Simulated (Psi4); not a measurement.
Psi4 input (wB97X-D/6-31G*):

```
memory 1500 MB

molecule {
0 2
Si   -2.08951000    0.12302200   -0.19797500
O    -0.60789200    0.84656600   -0.30202400
Si    0.95786300    0.77705900    0.14104100
Cl    1.55962100   -1.20896500    0.27431400
H    -2.10716500   -1.09120200   -1.04057600
H    -2.37336400   -0.23966000    1.20803800
H    -3.09109000    1.09431100   -0.68182500
H     1.76424200    1.41528300   -0.93571700
symmetry c1
no_reorient
no_com
}

set {
  basis 6-31G*
  reference uks
  scf_type pk
  dft_radial_points 99
  dft_spherical_points 590
  e_convergence 1e-8
  d_convergence 1e-7
  maxiter 150
}

e = energy('wb97x-d')
print_out(f'\nFINAL {e:.10f} DIPOLE {variable("CURRENT DIPOLE")[0]:.6f} {variable("CURRENT DIPOLE")[1]:.6f} {variable("CURRENT DIPOLE")[2]:.6f}\n')
```

From the output:

```
      29A     -0.047196    30A      0.074328    31A      0.100854
      32A      0.128681    33A      0.153439    34A      0.154223
      35A      0.182650    36A      0.213731    37A      0.234583
      38A      0.294398    39A      0.299517    40A      0.308381
      41A      0.320839    42A      0.326902    43A      0.400318
      44A      0.464543    45A      0.487485    46A      0.559038
      47A      0.585754    48A      0.623986    49A      0.635105
      50A      0.657613    51A      0.664689    52A      0.693201
      53A      0.747909    54A      0.761175    55A      0.768141
      56A      0.780729    57A      0.913658    58A      0.955976
      59A      0.956173    60A      0.985376    61A      1.021429
      62A      1.045817    63A      1.148758    64A      1.191286
      65A      1.201664    66A      1.238157    67A      1.244706
      68A      1.250965    69A      1.352576    70A      1.412059
      71A      1.534500    72A      1.898343    73A      1.905185
      74A      2.066188    75A      2.475557    76A      2.756194
      77A      2.990483    78A      3.012075    79A      3.761292
      80A      4.347703

    Final Occupation by Irrep:
              A
    DOCC [    28 ]
    SOCC [     1 ]
    NA   [    29 ]
    NB   [    28 ]

  @UKS Final Energy: -1116.79329015421058

   => Energetics <=

    Nuclear Repulsion Energy =            266.2689885897044064
    One-Electron Energy =               -2074.2993029460294565
    Two-Electron Energy =                 749.2801303296132573
    DFT Exchange-Correlation Energy =     -58.0404819504667202
    Empirical Dispersion Energy =          -0.0026241770322102
    VV10 Nonlocal Energy =                  0.0000000000000000
    Total Energy =                      -1116.7932901542108084

  UHF NO Occupations:
  HONO-2 :   27  A 1.9998861
  HONO-1 :   28  A 1.9994191
  HONO-0 :   29  A 1.0000000
  LUNO+0 :   30  A 0.0005809
  LUNO+1 :   31  A 0.0001139
  LUNO+2 :   32  A 0.0000827
  LUNO+3 :   33  A 0.0000355

Computation Completed

Properties will be evaluated at   0.000000,   0.000000,   0.000000 [a0]

Properties computed using the SCF density matrix

 Multipole Moments:

 ------------------------------------------------------------------------------------
     Multipole            Electronic (a.u.)      Nuclear  (a.u.)        Total (a.u.)
 ------------------------------------------------------------------------------------

 L = 1.  Multiply by 2.5417464519 to convert [e a0] to [Debye]
 Dipole X            :         -0.3966067           -0.0000265           -0.3966332
 Dipole Y            :          0.4388227           -0.0000208            0.4388019
 Dipole Z            :         -0.0106897           -0.0000189           -0.0107086
 Magnitude           :                                                    0.5915908

 ------------------------------------------------------------------------------------

FINAL -1116.7932901542 DIPOLE -0.396633 0.438802 -0.010709

*** Psi4 exiting successfully. Buy a developer a beer!
```

The geometry given is a B3LYP-D3(BJ)/def2-TZVP minimum.
